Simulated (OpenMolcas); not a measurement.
**Ionisation energies of beryllium**

* Program: OpenMolcas 26.06
* Basis: ANO-RCC [9s8p5d2f1g]
* Scalar Hamiltonian: DKH2, point nucleus
* Spin-orbit coupling: RASSI with atomic mean-field integrals over the reference wave functions, term energies averaged over their components

Active shells in each charge state: the valence s, p shells, with orbitals averaged over the low states. Where CASPT2's correlated closed shells are named, they are those of the first ion.

A. CASSCF
B. SS-CASPT2, IPEA 0.25 Eh, imaginary shift 0.1 Eh (closed shells correlated: 1s)
C. SS-CASPT2, IPEA 0 Eh, imaginary shift 0.1 Eh (closed shells correlated: 1s)
D. SS-CASPT2, IPEA 0.25 Eh, imaginary shift 0.1 Eh (closed shells correlated: none)

Energies in eV between the lowest computed levels, named as in B; reference values from the NIST Atomic Spectra Database with their kind.

```json
{"From": "Be 2s2 1S0", "To": "Be+ 2s 2S 1/2", "A": "9.238", "B": "9.300", "C": "9.302", "D": "9.287", "Spin-orbit share in B": "+0.000", "Reference": "9.323 (measured)"}
{"From": "Be+ 2s 2S 1/2", "To": "Be2+ 1s2 1S0", "A": "18.128", "B": "18.198", "C": "18.200", "D": "18.128", "Spin-orbit share in B": "+0.000", "Reference": "18.211 (measured)"}
```

Error against the reference values, in %:

| From | Reference | A | B | C | D |
| --- | --- | --- | --- | --- | --- |
| Be | measured | -0.9 | -0.2 | -0.2 | -0.4 |
| Be+ | measured | -0.5 | -0.1 | -0.1 | -0.5 |

Mean absolute error over the 2 measured values: A 0.08 eV, B 0.02 eV, C 0.02 eV, D 0.06 eV.
